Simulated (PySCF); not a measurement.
Al(Me)(OH) (CH₄AlO), SMILES [CH3][Al+][OH], charge +1.

Coordinates come from a TPSSh-D3(BJ)/def2-TZVP optimisation. The spin state was assumed, not searched. The isomer is the one that the SMILES or the coordinates give; other isomers of the formula were not compared. One conformer was computed; it need not be the lowest.

Two levels are set side by side: PBE/def2-TZVPD (PySCF) and M06-2X/def2-TZVPD (PySCF). Same geometry, gas phase. Differences are taken from unrounded values.

```csv
quantity,M06-2X
orbital gap (eV),10.13
highest occupied level (eV),-16.80
lowest empty level (eV),-6.67
mean polarisability (bohr³),33.9
```

### Question
What does PBE give, and how far is it from M06-2X? (The exact figures need the calculation; the answer reports its results.)

### Answer

| quantity | PBE | PBE minus M06-2X |
|---|---|---|
| orbital gap (eV) | 5.77 | -4.36 |
| highest occupied level (eV) | -13.94 | 2.86 |
| lowest empty level (eV) | -8.17 | -1.50 |
| mean polarisability (bohr³) | 36.6 | 2.7 |

PBE's occupied levels lie high since its potential decays too fast outside the molecule; exact exchange lowers them and widens the gap. Loosely held outer electrons make PBE densities more polarisable. Differences between two approximate levels are no errors against the true value.

Rough cost on one machine, each run with all the roots and properties that it gave: M06-2X against PBE about 3 times.
